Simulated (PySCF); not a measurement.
C4H3F, SMILES C(=C/F)/C#C. The structure is a stationary point at B3LYP-D3(BJ)/def2-SVP. The structure was generated by enumeration; whether it is a known compound was not checked.

Computed equilibrium geometry at B3LYP-D3(BJ)/def2-SVP (PySCF confirms it by a frequency run) as a Z-matrix, and its point group:
point group Cs.
```
C
C 1 1.3410
F 2 1.3291 1 122.81
H 2 1.0935 3 113.17 1 180.00
H 1 1.0946 2 116.81 4 0.00
C 1 1.4212 5 118.51 2 180.00
C 6 1.2140 5 152.30 1 180.00
H 7 1.0735 5 162.63 1 180.00
```
